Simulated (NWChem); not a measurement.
## Basis-set convergence for Cl$_{3}$Sb

```xyz
4

Sb     0.0021     0.5750     0.0000
Cl    -1.0484    -0.5712     1.8123
Cl    -1.0484    -0.5712    -1.8123
Cl     2.0905    -0.5827     0.0000
```
Charge 0, spin multiplicity 1.

Program: NWChem. The geometry was optimised at B3LYP/def2-SVP with def2 effective core potentials on Sb, a minimum by its harmonic frequencies.

Quantity: first vertical ionisation energy at the level G0W0@PBE0.

Effective core potentials replace the inner electrons of Sb; spin-orbit coupling is left out. GW and range-separated runs recompute their integrals, the others keep them in memory, which bears on the times. The structure started from a generated list of species.

The cost column gives rough processor time relative to def2-SVP; each entry includes its own SCF.

| basis | functions | first vertical ionisation energy (eV) | relative cost |
|---|---|---|---|
| def2-SVP | 80 | [?] | 1 |
| def2-SVPD | 113 | [?] | under 3 |
| def2-TZVP | 161 | 10.36 | 6 |
| def2-TZVPP | 176 | [?] | 7 |
| def2-TZVPD | 194 | 10.37 | 10 |

Question: What belongs in the gaps?

Answer: 
- def2-SVP, first vertical ionisation energy (eV): 9.76
- def2-SVPD, first vertical ionisation energy (eV): 9.99
- def2-TZVPP, first vertical ionisation energy (eV): 10.39
